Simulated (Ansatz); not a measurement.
Species: GaO, charge 0, doublet. GaO (SMILES [O]=[Ga], doublet).
B3LYP-D3(BJ)/def2-TZVP minimum from Ansatz (a program for electronic structure):
```xyz
2

Ga     0.0000     0.0000    -0.3530
O      0.0000     0.0000     1.3680
```
Charge 0, spin multiplicity 2.

Total energies in hartree (Ansatz). UHF or UKS for unpaired electrons; spin-orbit terms are left out. Cores are frozen in correlated methods (noble-gas shells, and filled d and f shells in the p block). No relativity. For partners of very few electrons the exact lower level stands in for a higher one. The UHF reference of GaO ([O]=[Ga], doublet) is spin-contaminated (<S^2> up to 0.05 over the pure value in the sets run). The determinant of GaO ([O]=[Ga], doublet) is a saddle point of the SCF energy; a lower one exists, which strains HF and MP2.

```tsv
species	HF/cc-pVTZ	CCSD(T)/cc-pVTZ	HF/cc-pVQZ	CCSD(T)/cc-pVQZ	CCSDT(Q)/cc-pVQZ
1: GaO (SMILES [Ga]=[O], doublet)	-1998.13417	-1998.43151	-1998.14379	-1998.46176	-1998.46610
2: Ga (doublet)	-1923.26189	-1923.30928	-1923.26422	-1923.31345	-1923.31376
3: O (triplet)	-74.81176	-74.97396	-74.81729	-74.99357	-74.99396
```

### Question
Work out the atomisation energy (electronic, to ground-state atoms) in kcal/mol: take Hartree-Fock from cc-pVQZ, extrapolate the CCSD(T) correlation energy as X^-3 (X = 3, 4), and add CCSDT(Q) - CCSD(T) in cc-pVQZ. 1 hartree = 627.51 kcal/mol.

### Answer

Species 1: correlation (64·(-0.31797) - 27·(-0.29734))/37 = -0.33302; step -0.00434; E1 = -1998.14379 + (-0.33302) + (-0.00434) = -1998.48115
Species 2: correlation (64·(-0.04923) - 27·(-0.04739))/37 = -0.05057; step -0.00031; E2 = -1923.26422 + (-0.05057) + (-0.00031) = -1923.31510
Species 3: correlation (64·(-0.17628) - 27·(-0.16220))/37 = -0.18655; step -0.00039; E3 = -74.81729 + (-0.18655) + (-0.00039) = -75.00423
-1·E1 +1·E2 +1·E3 = 0.16182 hartree = 101.5 kcal/mol.
